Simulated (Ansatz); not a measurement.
The cluster PdAu3, relaxed as a doublet with UKS r2SCAN-D4/def2-SVP in Ansatz, starting from the GFN2-xTB geometry. Force threshold 0.02 eV/Å.

In the def2 sets Au, Pd take a core potential; there is no spin–orbit coupling. The relaxation made no stability test and no search for a lower SCF solution. The structure comes from a short search, and lower isomers may exist.

Start:

```xyz
4

Pd    0.346   -0.611   -0.323
Au   -1.694   -1.806   -1.403
Au   -0.704    1.413    0.764
Au    2.052    1.005    0.963
```

Estimate the energy that the relaxation releases and the steps that it takes.

0.78 eV, in 10 steps; 74 s on 4 threads of Arm Neoverse V2 on a shared host. No frequencies were taken in this run, so the end may be a saddle point.

Does the start keep its bonding and symmetry?

Bonds formed: Au2–Au3 (atoms count from 1). Point group Cs at the start, C2v at the end, both within 0.05 Å.

Predict the relaxed structure.


```xyz
4

Pd    0.8625   -0.9584   -0.4523
Au   -1.7340   -1.0940   -0.9671
Au   -0.8531    0.9469    0.4481
Au    1.7246    1.1055    0.9713
```
Bond lengths (bridged metal pairs left out): 3 × Au–Pd 2.65 to 2.72 Å; 2 × Au–Au 2.64 Å.
